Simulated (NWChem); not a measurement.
# C₄H₄O₂; SMILES Oc1ccoc1

```xyz
10

O     -0.0974    -2.0636     0.0000
C     -0.0270    -0.7178     0.0000
C      1.1405     0.1120     0.0000
C      0.6736     1.3942     0.0000
O     -0.6648     1.4132     0.0000
C     -1.1005     0.1295     0.0000
H      0.7938    -2.4242     0.0000
H      2.1823    -0.2043     0.0000
H      1.1738     2.3596     0.0000
H     -2.1729    -0.0360     0.0000
```
Atoms are numbered in this order, from 1.

Computed with NWChem. Pople sets run with spherical d functions. The geometry was optimised at PBE0/def2-SVP. Level BLYP/6-31G*: single points from the atomic guess with DIIS by default; each run changes one setting, and all converged runs end within 0.3 mHa of each other. cgmin counts macro-iterations, each dearer than a DIIS step. NWChem's automatic level shift, which a small gap switches on, acted in some of these runs.

Which setting needs the most SCF iterations, or fails (no level shifting; DIIS on 3 Fock matrices; quadratically convergent solver (cgmin); no DIIS, 40 % damping; level shift of 0.5 Ha throughout; defaults)?

no DIIS, 40 % damping, which doesn't converge.
| setting | SCF iterations |
|---|---|
| defaults | 10 |
| no level shifting | 10 |
| quadratically convergent solver (cgmin) | 5 |
| level shift of 0.5 Ha throughout | 12 |
| DIIS on 3 Fock matrices | 16 |
| no DIIS, 40 % damping | not converged in 200 |
